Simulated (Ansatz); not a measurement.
Species: CH5OSi, charge 0, doublet. CH5OSi (SMILES O[CH][SiH3], doublet).
B3LYP-D3(BJ)/def2-TZVP minimum from Ansatz (a quantum-chemistry and plane-wave program):
```
C
O 1 1.3683
H 2 0.9640 1 110.60
H 1 1.0850 2 116.50 3 0.00
Si 1 1.8428 4 124.41 2 -180.00
H 5 1.4815 1 106.66 4 0.00
H 5 1.4855 6 109.49 1 121.41
H 5 1.4855 6 109.49 7 117.17
```
Charge 0, spin multiplicity 2.

Atomisation energy term by term, kcal/mol (programs: Ansatz). Radicals and triplets start from unrestricted determinants; spin-orbit coupling is neglected. Cores are frozen in correlated methods. Rows without X2C or -DK are non-relativistic. CBS(X,Y): correlation extrapolated as X^-3, Hartree-Fock from the larger set. A bracket is a step between two methods taken in the basis named. 'core' is core correlation in cc-pwCVTZ (1s frozen past Ne), 'X2C' scalar relativity in cc-pVTZ-DK, both at CCSD(T). For partners of very few electrons the exact lower level stands in for a higher one.

```csv
term,basis,kcal/mol
Hartree-Fock,cc-pV(Q+d)Z,454.38
CCSD correlation,"CBS(cc-pV(T+d)Z,cc-pV(Q+d)Z)",159.70
(T),"CBS(cc-pV(T+d)Z,cc-pV(Q+d)Z)",8.53
CCSDT(Q) - CCSD(T),cc-pV(D+d)Z,0.62
core correlation,cc-pwCVTZ,1.18
scalar relativity,"X2C, cc-pVTZ-DK",-1.12
sum: De,,623.3
```
